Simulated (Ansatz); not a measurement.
Reaction (atomization): `[OH][SnH]1[NH][SiH2]1` → 5 H• + N• + O• + Si• + Sn•

Computed with Ansatz on PBE0-D4/def2-TZVP structures; ΔE is electronic, products minus reactants. CCSD(T)/CBS adds triple-zeta CCSD(T) − MP2 to the extrapolated MP2 energy (def2 sets, frozen cores). This one scheme is used for every species, atoms too. Functionals use def2-TZVPP. HSE06 is defined as in plane-wave codes. No spin–orbit coupling; open shells (•) take unrestricted orbitals. Spin–orbit coupling would lower the free atoms: a little for O, Si; strongly for Sn. def2 core potentials past Kr. Bonds to Sn are less sure, by a few kJ/mol each and by 10 to 20 or more in all where they break to atoms, as the def2 sets lack core-valence functions. Each species was taken in one conformer, which may not be the lowest.

```tsv
level	ΔE (eV)	difference from CCSD(T)/CBS
CAM-B3LYP-D4	27.89	-0.28
ωB97M-V	27.88	-0.29
PBE-QIDH	27.27	-0.90
BLYP	27.45	-0.72
r2SCAN	27.76	-0.41
r2SCAN0	27.03	-1.14
HSE06	27.34	-0.83
LC-ωPBE	27.51	-0.66
CCSD(T)/def2-TZVPP	27.00	-1.17
MP2/CBS(def2)	28.45	0.28
CCSD(T)/CBS	28.17	0
```

Largest T1 diagnostic among the species: 0.015.

The D4 term adds +0.33 eV with B3LYP and +0.17 eV with PBE0; it sums over pairs of atoms, weighted by their polarisabilities, and B3LYP, whose exchange is more repulsive, gets the larger term. In def2-TZVPP, CCSD(T) changes the Hartree–Fock value by +9.15 eV (the triples alone add +0.59 eV) and MP2 by +9.43 eV; breaking electron pairs costs correlation energy, which Hartree–Fock lacks.

B3LYP here is the variant with VWN-RPA as its local correlation; programs differ in this.

For atomizations the MP2-based limit and the directly extrapolated one differ by several kJ/mol either way, and by 10 to 25 for some Ge, Se and Sn compounds, so smaller differences from it don't rank the levels.
